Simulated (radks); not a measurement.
Q: Cr9+, 15 electrons, occupied as [Ne] 3s2 3p2 3d1 (not the ground configuration). All-electron calculation, Dirac Kohn-Sham, LDA (Slater exchange, Perdew-Wang correlation), spin-unpolarised, spherical densities, point nucleus; open shells fill j = l - 1/2 first. Program: a radial shooting solver on a logarithmic mesh with Libxc functionals. Some entries of the table are withheld. Estimate them.

orbital  occ.  eigenvalue (Ry)  <1/r> (bohr^-1)
1s1/2       2        -447.5440            23.84
2s1/2       2        -64.68562              (1)
2p1/2       2        -57.48912            5.031
2p3/2       4        -56.84647            4.955
3s1/2       2              (2)            1.782
3p1/2       2        -16.66985            1.707
3p3/2       0        -16.56030            1.691
3d3/2       1              (3)            1.528
3d5/2       0              (4)            1.525
4s1/2       0         -8.43089           0.8585
4p1/2       0         -7.66166              (5)
4p3/2       0         -7.62728              (6)

A: 
(1) 2s1/2 <1/r> (bohr^-1): 5.083
(2) 3s1/2 eigenvalue (Ry): -18.81638
(3) 3d3/2 eigenvalue (Ry): -13.22549
(4) 3d5/2 eigenvalue (Ry): -13.20936
(5) 4p1/2 <1/r> (bohr^-1): 0.8218
(6) 4p3/2 <1/r> (bohr^-1): 0.8166
